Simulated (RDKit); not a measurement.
A run for RDKit: UFF on H4IP (a complex), monomers drawn apart or pushed together.

```python
from rdkit import Chem
from rdkit.Chem import AllChem, rdDetermineBonds

blocks = [
'''4

P    -0.45874162    0.10216206    0.23450807
H     0.05374564   -1.06701179   -0.37814105
H    -1.74795091   -0.02484158   -0.33713216
H     0.02511990    0.97796109   -0.76738349
''',
'''2

I     0.35113458    1.26220981    6.34921471
H     0.14127756    0.96184539    4.76018209
''',
]
mol = None
for b in blocks:
    f = Chem.MolFromXYZBlock(b)
    rdDetermineBonds.DetermineBonds(f, charge=0)
    mol = f if mol is None else Chem.CombineMols(mol, f)
Chem.SanitizeMol(mol)
print(Chem.MolToSmiles(Chem.RemoveHs(mol)))
ff = AllChem.UFFGetMoleculeForceField(mol, vdwThresh=100.0, ignoreInterfragInteractions=False)
e = ff.CalcEnergy()
print(f'UFF energy {e:.6f} kcal/mol')
```

Program output:

```
I.P
UFF energy 1.906037 kcal/mol
```

The run finished.

Cost: roughly 0.020 core-seconds.
